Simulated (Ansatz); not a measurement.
C11H14HfO, SMILES `C[O][HfH]12345678([C@H]9[C@@H]1[C@@H]2[C@@H]3[C@H]94)[C@H]1[C@@H]5[C@@H]6[C@@H]7[C@H]18`, relaxed with RKS PBE0-D4/def2-TZVP in Ansatz from a GFN2-xTB geometry. The force threshold is 0.005 eV/Å; the program also tests the step.

Total charge 0; spin multiplicity 1. Hf takes the def2 core potential.

Start:

```xyz
27

C     0.538    2.035   -2.101
O     0.073    0.764   -1.783
Hf   -0.104    0.272    0.050
C     1.512   -1.459   -0.009
C     1.312   -1.290    1.393
C     1.977   -0.118    1.786
C     2.591    0.444    0.653
C     2.324   -0.378   -0.448
C    -2.030   -0.795    1.434
C    -2.652    0.335    0.874
C    -2.617    0.212   -0.524
C    -1.986   -1.011   -0.843
C    -1.625   -1.640    0.378
H     0.688    2.108   -3.185
H     1.503    2.250   -1.607
H    -0.189    2.811   -1.807
H    -0.116    1.791    0.886
H     1.337   -2.371   -0.569
H     0.905   -2.034    2.066
H     2.084    0.236    2.799
H     3.233    1.312    0.654
H     2.758   -0.285   -1.433
H    -2.015   -1.048    2.485
H    -3.147    1.120    1.427
H    -3.093    0.876   -1.232
H    -1.951   -1.465   -1.825
H    -1.311   -2.671    0.481
```

| step | energy (eV) | largest force (eV/Å) | largest move (Å) |
| --- | --- | --- | --- |
| 1 | -14980.0135 | 1.657 | 0.000 |
| 2 | -14980.5619 | 0.744 | 0.195 |
| 3 | -14980.8176 | 0.612 | 0.194 |
| 4 | -14980.9117 | 0.372 | 0.200 |
| 5 | -14980.9664 | 0.455 | 0.192 |
| 6 | -14981.0129 | 0.260 | 0.200 |
| 7 (rejected) | -14980.9584 | 0.714 | 0.146 |
| 8 | -14981.0328 | 0.176 | 0.073 |
| 9 | -14981.0435 | 0.071 | 0.099 |
| 10 | -14981.0460 | 0.151 | 0.100 |
| 11 | -14981.0489 | 0.104 | 0.049 |
| 13 | -14981.0510 | 0.017 | 0.033 |
| 15 | -14981.0522 | 0.062 | 0.027 |
| 17 | -14981.0531 | 0.032 | 0.047 |
| 19 | -14981.0537 | 0.030 | 0.034 |
| 21 | -14981.0540 | 0.031 | 0.028 |
| 23 | -14981.0542 | 0.011 | 0.007 |
| 25 | -14981.0543 | 0.014 | 0.012 |
| 27 | -14981.0544 | 0.008 | 0.014 |
| 29 | -14981.0545 | 0.010 | 0.013 |
| 31 | -14981.0545 | 0.008 | 0.003 |
| 32 | -14981.0545 | 0.005 | 0.002 |

End:

```xyz
27

C     0.743    2.061   -2.365
O     0.048    1.379   -1.386
Hf   -0.141    0.247    0.177
C     1.576   -1.569    0.263
C     1.335   -1.208    1.610
C     1.802    0.107    1.800
C     2.345    0.556    0.574
C     2.217   -0.480   -0.367
C    -1.944   -1.173    1.305
C    -2.517    0.095    1.073
C    -2.612    0.280   -0.324
C    -2.090   -0.867   -0.954
C    -1.672   -1.765    0.054
H     0.455    1.713   -3.365
H     1.830    1.929   -2.262
H     0.531    3.135   -2.310
H    -0.365    1.555    1.458
H     1.354   -2.523   -0.192
H     0.873   -1.832    2.360
H     1.754    0.674    2.715
H     2.755    1.538    0.388
H     2.521   -0.440   -1.403
H    -1.740   -1.606    2.273
H    -2.832    0.797    1.828
H    -2.975    1.166   -0.823
H    -2.008   -1.024   -2.019
H    -1.245   -2.744   -0.107
```

It took 68 s on 11 threads of an AMD EPYC 7R13 on a shared host and a whole NVIDIA H100 80 GB, with 1.4 GiB of host memory at the peak.
